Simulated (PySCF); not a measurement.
**Ge²⁺ (germanium, charge +2): r2SCAN calculation**

Configuration: [Ar] 3d9 4s2 4p1, one real determinant (an excited configuration). Calculation: PySCF 2.14, in aug-cc-pVDZ-DK; scalar relativity by spin-free X2C-1e.

```
Total energy                                                  : -2096.466 hartree
One-electron energy                                           : -2878.475 hartree
Hartree (Coulomb) energy                                      : 860.736 hartree
Exchange-correlation energy                                   : -78.727 hartree
⟨S²⟩                                                          : 2.0043
⟨L²⟩                                                          : 8.013
Sum of ⟨r⟩                                                    : 19.04 bohr
Sum of ⟨r²⟩                                                   : 23.08 bohr²
Traceless quadrupole moment −½Σ⟨3z² − r²⟩ along its main axis : -1.95 e·bohr²
Langevin diamagnetic susceptibility                           : -18.3 ×10⁻⁶ cm³/mol
```

```csv
shell,electrons,mean orbital energy (hartree),spread (hartree),"rms radius, mean of both spins (bohr)"
1s α,1,-405.17165,0,0.0542
1s β,1,-405.16916,0,0.0542
2s α,1,-52.48027,0,0.227
2s β,1,-52.44139,0,0.227
2p α,3,-46.00925,0.05977,0.203
2p β,3,-45.97840,0.02290,0.203
3s α,1,-7.75562,0,0.664
3s β,1,-7.67268,0,0.664
3p α,3,-5.73331,0.09336,0.693
3p β,3,-5.65383,0.00937,0.693
3d α,5,-2.42730,0.11278,0.793
3d β,4,-2.37145,0.05776,0.793
4s α,1,-1.24363,0,2.00
4s β,1,-1.19152,0,2.00
4p α,1,-0.87784,0,2.30
```

⟨L²⟩ = 8.01 against 12 for a pure F term, so this real determinant mixes terms.

Densities and radii are taken from the X2C orbitals without a picture-change correction, which distorts them close to the nucleus.
